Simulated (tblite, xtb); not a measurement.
C₃H₂N (SMILES C=[C]C#N), doublet, geometry from GFN2-xTB. Base run: GFN1-xTB in xtb 6.7.1.

Here is a job for xtb.
```
$ xtb mol.xyz --gfn 1 --uhf 1 --json

# file mol.xyz
6

C     -0.15895887    -1.79696753     0.01837023
C     -0.04522191    -0.51121592     0.00522611
C      0.07111146     0.80388707    -0.00821806
H     -1.12145639    -2.29501249     0.00644536
H      0.70119490    -2.45587860     0.04212256
N      0.17409677     1.96809562    -0.02011966
```

Programs used: tblite, xtb; a row that names a program was run with it.

The base run was repeated with changes; each row names its change, and settings that it needs were set with it.

```tsv
change	ΔE vs base (kJ/mol)	dipole (D)	G_solv (kcal/mol)	SCF cycles
base	0.00	4.31	-	9
acc = 0.1	0.00	4.31	-	11
program = tblite; method = gfn1	0.00	-	-	-
alpb = ch2cl2	-23.94	5.22	-6.43	9
program = tblite; method = gfn1; option = --grad	0.00	-	-	-
etemp = 3000	-1.86	4.30	-	9
program = tblite; method = gfn1; option = (--efield, 0,0,0.1)	-0.12	-	-	-
gbsa = methanol	-24.71	5.55	-7.21	9
file = coord	0.00	4.31	-	9
```

ALPB and GBSA are two models with their own fitted parameters for each solvent, which aren't always the measured dielectric constant.
